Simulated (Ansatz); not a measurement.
Correlation energies of `[F][GeH]([Cl])[O][SiH3]` by basis set

```tsv
atom	x (Å)	y (Å)	z (Å)
F1	-1.987	-0.562	-1.229
Ge2	-0.658	-1.350	-0.465
Cl3	0.772	-1.705	-1.996
O4	-0.009	-0.244	0.705
Si5	0.613	1.286	0.690
H6	-1.133	-2.629	0.204
H7	-0.436	2.248	1.108
H8	1.098	1.635	-0.670
H9	1.739	1.320	1.654
```

The species carries charge 0 and has multiplicity 1. Correlated methods include outer-core shells of Ge, which these sets cover unevenly. Scalar relativity is left out up to krypton. The geometry is a stationary point of PBE0-D4/def2-TZVP. It is one conformer, not always the lowest. Frozen core, restricted reference, the Gaussian-basis code of Ansatz.

```
     basis      HF (Eh)  MP2 corr.
  def2-SVP  -2999.93938   -0.82442
def2-TZVPP  -3000.70041   -1.04452
def2-QZVPP  -3000.77382   -1.37982
```

Task: Estimate the CCSD correlation energy and the (T) correction in each basis where they were run (hartree).

Result: 
| basis | CCSD corr. | (T) |
| --- | --- | --- |
| def2-SVP | -0.85719 | -0.01892 |
| def2-TZVPP | -1.07904 | -0.03817 |
